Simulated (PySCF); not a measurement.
C6H10 (SMILES C=CCC1CC1), singlet, geometry from GFN2-xTB; DF-B3LYP/6-31G run with PySCF.

PySCF was given this input:
```python
from pyscf import gto, scf, dft

mol = gto.M(
    atom='''
C     2.22446252    0.22105970    0.82111392
C     1.36930990   -0.37205496    0.00972053
C     0.51002940    0.34955056   -0.97922002
C    -0.97181717    0.32474507   -0.64096070
C    -1.44120175    0.34647198    0.78097795
C    -1.63900214   -0.88218363   -0.05570147
H     2.35872733    1.29086433    0.81836299
H     2.82949075   -0.33202412    1.51977888
H     1.26068583   -1.44831949    0.03249446
H     0.83028146    1.39324393   -1.04198807
H     0.64610878   -0.10509548   -1.96645292
H    -1.56023779    0.89545165   -1.35137059
H    -2.30388933    0.94408625    1.03399158
H    -0.69197332    0.31038264    1.55726756
H    -1.04140152   -1.75115804    0.16869325
H    -2.63847690   -1.12296410   -0.38635851
''',
    basis='6-31g',
    verbose=4,
    max_memory=1800,
)

mf = dft.RKS(mol)
mf.xc = 'b3lyp'
mf = mf.density_fit(auxbasis='def2-universal-jkfit')
mf.kernel()
```

Output, abridged:

```
PySCF version 2.14.0

[INPUT] verbose = 4
[INPUT] num. atoms = 16
[INPUT] num. electrons = 46
[INPUT] charge = 0
[INPUT] spin (= nelec alpha-beta = 2S) = 0
[INPUT] symmetry False subgroup None
[INPUT] Mole.unit = angstrom
[INPUT] Symbol           X                Y                Z      unit          X                Y                Z       unit  Magmom
[...]
nuclear repulsion = 228.469503445132
number of shells = 50
number of NR pGTOs = 172
number of NR cGTOs = 74
basis = 6-31g
ecp = {}

******** <class 'pyscf.df.df_jk.DFRKS'> ********
method = DFRKS
initial guess = minao
damping factor = 0
level_shift factor = 0
DIIS = <class 'pyscf.scf.diis.CDIIS'>
diis_start_cycle = 1
diis_space = 8
diis_damp = 0
SCF conv_tol = 1e-09
SCF conv_tol_grad = None
SCF max_cycles = 50
direct_scf = False
XC library pyscf.dft.libxc version 7.1.2
    S. Lehtola, C. Steigemann, M. J. T. Oliveira, and M. A. L. Marques,  SoftwareX 7, 1–5 (2018)
XC functionals = b3lyp
    P. J. Stephens, F. J. Devlin, C. F. Chabalowski, and M. J. Frisch,  J. Phys. Chem. 98, 11623 (1994)
radial grids:
    Treutler-Ahlrichs [JCP 102, 346 (1995); DOI:10.1063/1.469408] (M4) radial grids

becke partition: Becke, JCP 88, 2547 (1988); DOI:10.1063/1.454033
pruning grids: <function nwchem_prune>
grids dens level: 3
symmetrized grids: False
atomic radii adjust function: <function treutler_atomic_radii_adjust>
small_rho_cutoff = 0
Set gradient conv threshold to 3.16228e-05
Initial guess from minao.
tot grids = 182792
******** <class 'pyscf.df.df.DF'> ********
auxbasis = def2-universal-jkfit
init E= -235.232220891332
[...]
cycle= 1 E= -234.488058612035  delta_E= 0.744  |g|= 0.424  |ddm|= 3.54
[...]
cycle= 2 E= -234.481284491635  delta_E= 0.00677  |g|= 0.458  |ddm|= 1.02
[...]
cycle= 3 E= -234.540466598533  delta_E= -0.0592  |g|= 0.0195  |ddm|= 0.574
[...]
cycle= 4 E= -234.540499908533  delta_E= -3.33e-05  |g|= 0.0166  |ddm|= 0.0485
[...]
cycle= 5 E= -234.540571447495  delta_E= -7.15e-05  |g|= 0.00455  |ddm|= 0.0197
[...]
cycle= 6 E= -234.540576683929  delta_E= -5.24e-06  |g|= 0.00128  |ddm|= 0.0054
[...]
cycle= 7 E= -234.540577135217  delta_E= -4.51e-07  |g|= 0.000131  |ddm|= 0.00173
[...]
cycle= 8 E= -234.540577140193  delta_E= -4.98e-09  |g|= 4.5e-05  |ddm|= 0.000286
[...]
cycle= 9 E= -234.540577140692  delta_E= -4.99e-10  |g|= 9.8e-06  |ddm|= 5.01e-05
[...]
Extra cycle  E= -234.540577140678  delta_E= 1.47e-11  |g|= 1.25e-05  |ddm|= 2.45e-05
converged SCF energy = -234.540577140678
```
